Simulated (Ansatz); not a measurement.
CH6OSSi2 can be A, `O=C([SiH3])S[SiH3]`, or B, `[SiH3]OC1[SiH2]S1`.

Gas-phase electronic energies from Ansatz, PBE0-D4/def2-TZVP geometries. CBS: MP2 limit from def2 TZ/QZ plus the TZ coupled-cluster correction, frozen cores. Functionals use def2-TZVPP. B3LYP here is the variant with VWN-RPA as its local correlation; programs differ in this. Each species was taken in one conformer, which may not be the lowest.

A:

Z-matrix (Å, degrees):
```
Si
C 1 1.926
H 1 1.484 2 108.2
H 1 1.481 2 107.9 3 -120.6
H 1 1.484 2 108.2 3 118.8
S 2 1.790 1 114.8 3 -59.7
O 2 1.205 1 123.3 3 120.3
Si 6 2.159 2 95.5 1 179.9
H 8 1.479 6 110.5 2 -62.1
H 8 1.484 6 103.3 2 -180.0
H 8 1.479 6 110.5 2 62.1
```

B:

```xyz
11

Si   -1.0834   -0.5060   -1.4392
O    -0.3137   -1.1356   -0.1195
C     0.8057   -0.5117    0.4167
Si    0.6715    1.0374    1.4480
S     1.0930   -0.8608    2.2114
H    -2.2672   -1.3621   -1.6709
H    -0.1920   -0.5168   -2.6303
H    -1.4819    0.9023   -1.1658
H     1.7101   -0.7046   -0.1598
H     1.7379    2.0643    1.4391
H    -0.6800    1.5935    1.6703
```

(1) Which is lower in electronic energy at CCSD(T)/CBS, and by how much? (Best estimate.)

(2) Give E(B) − E(A) in kcal/mol with PBE0-D4, ωB97M-V, B2PLYP, B3LYP-D4, CCSD/def2-TZVPP, r2SCAN-D4, PBE-D4. (Best estimate.)

Largest T1 diagnostic: 0.017.

Answers

(1) The calculation gave: B, by 6.8 kcal/mol.

(2) Computed: PBE0-D4 -6.2, ωB97M-V -6.5, B2PLYP -3.9, B3LYP-D4 -2.8, CCSD/def2-TZVPP -6.3, r2SCAN-D4 -4.5, PBE-D4 -2.3. None reverses the order clearly.

From PBE to PBE0 (25 % exact exchange), in def2-TZVPP and without D4, E(B) − E(A) moves by −3.9 kcal/mol. In def2-TZVPP, CCSD(T) changes the Hartree–Fock value by −0.9 kcal/mol (the triples alone add +1.0 kcal/mol) and MP2 by −3.2 kcal/mol.
